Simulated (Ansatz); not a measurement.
The lowest singlet and triplet of BF (SMILES [B]F); geometries from B3LYP-D3(BJ)/def2-TZVP, each state relaxed from the structure named, with no frequency check.
Singlet at the triplet's geometry (charge 0, multiplicity 1):
```tsv
atom	x (Å)	y (Å)	z (Å)
B	0.0000	0.0000	-0.8452
F	0.0000	0.0000	0.4695
```

```json
[
 {"level": "R-HF/cc-pVTZ", "gap E(singlet) − E(triplet), vertical, at the triplet's geometry (kcal/mol)": "-56.75", "cost": "-"},
 {"level": "U-SVWN5/def2-TZVPP", "gap E(singlet) − E(triplet), vertical, at the triplet's geometry (kcal/mol)": "-76.66", "cost": "×0.9"},
 {"level": "U-B3LYP/def2-TZVPP", "gap E(singlet) − E(triplet), vertical, at the triplet's geometry (kcal/mol)": "-77.55", "cost": "×2"},
 {"level": "R-PBE0/def2-TZVPP", "gap E(singlet) − E(triplet), vertical, at the triplet's geometry (kcal/mol)": "-72.43", "cost": "×0.8"},
 {"level": "U-BHLYP/def2-TZVPP", "gap E(singlet) − E(triplet), vertical, at the triplet's geometry (kcal/mol)": "-76.59", "cost": "×2"},
 {"level": "U-wB97M-V/def2-TZVPP", "gap E(singlet) − E(triplet), vertical, at the triplet's geometry (kcal/mol)": "-85.38", "cost": "×5"},
 {"level": "R-SCS-MP2/cc-pVQZ", "gap E(singlet) − E(triplet), vertical, at the triplet's geometry (kcal/mol)": "-81.45", "cost": "-"},
 {"level": "R-CCSD(T)/cc-pVDZ", "gap E(singlet) − E(triplet), vertical, at the triplet's geometry (kcal/mol)": "-83.18", "cost": "×1"},
 {"level": "U-CCSD(T)/cc-pVDZ", "gap E(singlet) − E(triplet), vertical, at the triplet's geometry (kcal/mol)": "-83.18", "cost": "×2"},
 {"level": "R-CCSDT/cc-pVTZ", "gap E(singlet) − E(triplet), vertical, at the triplet's geometry (kcal/mol)": "-82.68", "cost": "-"},
 {"level": "R-CCSDT(Q)/cc-pVTZ", "gap E(singlet) − E(triplet), vertical, at the triplet's geometry (kcal/mol)": "-82.81", "cost": "×100"},
 {"level": "FIC-NEVPT4(SD) on SA-CASSCF(2,3)/cc-pVQZ", "gap E(singlet) − E(triplet), vertical, at the triplet's geometry (kcal/mol)": "-81.67", "cost": "-"},
 {"level": "FIC-MRCISD+Q on SA-CASSCF(2,3)/cc-pVDZ", "gap E(singlet) − E(triplet), vertical, at the triplet's geometry (kcal/mol)": "-82.62", "cost": "-"},
 {"level": "FIC-MRCISD+Q on SA-CASSCF(2,3)/cc-pVQZ", "gap E(singlet) − E(triplet), vertical, at the triplet's geometry (kcal/mol)": "-81.80", "cost": "-"}
]
```

The rows run from -85.38 (U-wB97M-V/def2-TZVPP) to -56.75 kcal/mol (R-HF/cc-pVTZ). The 4 U-functionals in def2-TZVPP without D3 or D4 span 8.78, from U-wB97M-V to U-BHLYP.

A positive gap puts the triplet lower; no zero-point energy. R- takes a restricted singlet. U- takes an unrestricted singlet (broken symmetry where lower, unprojected). The triplet is unrestricted in single-reference levels. Active spaces average the two states.

Cores are frozen in the correlated methods.

Run with Ansatz (a quantum-chemistry and plane-wave program). Each number belongs to the level named beside it.

Costs are rough ratios of core time to R-PBE/def2-TZVPP (about 1.2 s over the structures, on one shared machine); a dash marks a level with no comparable run of its own.
